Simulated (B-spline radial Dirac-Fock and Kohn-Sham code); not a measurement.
The computed values come from a B-spline atomic structure program: independent-particle photoionisation in a Dirac-Hartree-Slater potential with a Latter tail, all multipoles, thresholds from Dirac-Fock ΔSCF. Kinetic energies are from the vacuum level. Open shells are spread statistically over j, without multiplet splitting. Without correlation, outer binding energies are uncertain by a few eV, most for open f shells.

Q: A free atom or ion in its tabulated ground configuration is ionised with Ga Kα (9251.7 eV) photons and gives these photoelectron lines. Identify it and assign the lines.

```tsv
kinetic energy (eV)	relative cross section
87.14	35.3
558.8	59.7
1349.9	100.0
7091.0	8.8
7295.6	9.3
7462.5	15.7
7809.2	5.5
7844.7	7.3
8720.8	2.2
8802.9	2.0
8840.0	3.4
8975.4	1.1
8982.1	1.4
9104.9	0.44
9127.3	0.12
9133.6	0.21
```

A: Dy⁷⁺, [Kr] 4d10 4f9 5s2 5p2. Binding energies are hν less the kinetic energy: 2s 9164.6 eV, 2p1/2 8692.9 eV, 2p3/2 7901.8 eV, 3s 2160.7 eV, 3p1/2 1956.1 eV, 3p3/2 1789.2 eV, 3d3/2 1442.5 eV, 3d5/2 1407.0 eV, 4s 530.9 eV, 4p1/2 448.8 eV, 4p3/2 411.7 eV, 4d3/2 276.3 eV, 4d5/2 269.6 eV, 5s 146.8 eV, 5p1/2 124.4 eV, 5p3/2 118.1 eV.

Q: A free atom or ion in its tabulated ground configuration is ionised with 9740 eV photons and gives these photoelectron lines. Identify it and assign the lines.

```tsv
kinetic energy (eV)	relative cross section
3441.1	51.6
3821.4	59.8
4229.4	100.0
8344.6	11.3
8504.6	9.5
8585.7	16.0
8863.1	3.6
8879.9	4.9
9431.2	2.6
9492.1	2.0
9509.4	3.4
9611.2	0.69
9614.1	0.93
9679.6	0.49
9698.3	0.31
9700.9	0.52
9721.8	0.0060
9722.0	0.0080
```

A: La²⁺, [Xe] 5d1. Binding energies are hν less the kinetic energy: 2s 6298.9 eV, 2p1/2 5918.6 eV, 2p3/2 5510.6 eV, 3s 1395.4 eV, 3p1/2 1235.4 eV, 3p3/2 1154.3 eV, 3d3/2 876.9 eV, 3d5/2 860.1 eV, 4s 308.8 eV, 4p1/2 247.9 eV, 4p3/2 230.6 eV, 4d3/2 128.8 eV, 4d5/2 125.9 eV, 5s 60.45 eV, 5p1/2 41.69 eV, 5p3/2 39.08 eV, 5d3/2 18.20 eV, 5d5/2 18.04 eV.
